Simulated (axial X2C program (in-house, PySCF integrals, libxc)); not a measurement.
## Nuclear properties of GaCl

Computed with an axial X2C code built on PySCF integrals: two-component X2C with atomic mean-field Coulomb and Gaunt terms, Gaussian nuclei, basis Ga dyall-cv3z, Cl dyall-av3z with contracted cores.

R = 2.223 Å (near the PBE0 minimum at charge 0 of the determinant lowest at the starting distance; the state shown can have its own minimum elsewhere).

Input and command:
```json
{"zs": [31, 17], "q": 0, "bas": ["dyall-cv3z", "dyall-av3z"], "r0": 2.23, "levels": ["PBE0", "HF", "LDA", "BHandHLYP", "r2SCAN"], "nst": 3}
```
```bash
python soeom.py task.json out
```

Keys: zs atomic numbers; q charge; bas basis sets; r0 starting distance in Å; levels methods; nst determinants followed.

Determinant lowest in the PBE0 search, Ω = 0 (closed shell), highest spinor 35% Ga s, 33% Cl p, 24% Ga p:

```json
{"level": "PBE0", "qzz Ga (a.u.)": "-2.36", "qzz Cl (a.u.)": "0.77", "μ (D)": "-2.61"}
{"level": "HF", "qzz Ga (a.u.)": "-2.44", "qzz Cl (a.u.)": "0.77", "μ (D)": "-2.65"}
{"level": "LDA", "qzz Ga (a.u.)": "-2.32", "qzz Cl (a.u.)": "0.69", "μ (D)": "-2.49"}
{"level": "BHandHLYP", "qzz Ga (a.u.)": "-2.38", "qzz Cl (a.u.)": "0.75", "μ (D)": "-2.76"}
{"level": "r2SCAN", "qzz Ga (a.u.)": "-2.37", "qzz Cl (a.u.)": "0.71", "μ (D)": "-2.45"}
```

qzz is the electric field gradient, eQq0 = 234.96 MHz × Q/barn × qzz; μ is positive if the Cl end (last atom) is positive. The operators were transformed with the bare-nucleus X2C matrices; with these basis sets, hyperfine constants and field gradients can be off by tens of per cent, and where levels differ in sign neither size nor sign is settled.

**Question.** With Q(69Ga) = 0.171 barn, Q(35Cl) = -0.08112 barn (Q from Pyykkö, Mol. Phys. 2018), turn the PBE0 values of the first state into constants in MHz.

**Answer.** eQq0(69Ga) = 234.96 × (0.171) × (-2.36) = -94.8 MHz; eQq0(35Cl) = 234.96 × (-0.08112) × (0.77) = -14.7 MHz.

Each state is one determinant with collinear spin. The search compared states at one distance, so a state with another bond length can lie lower.
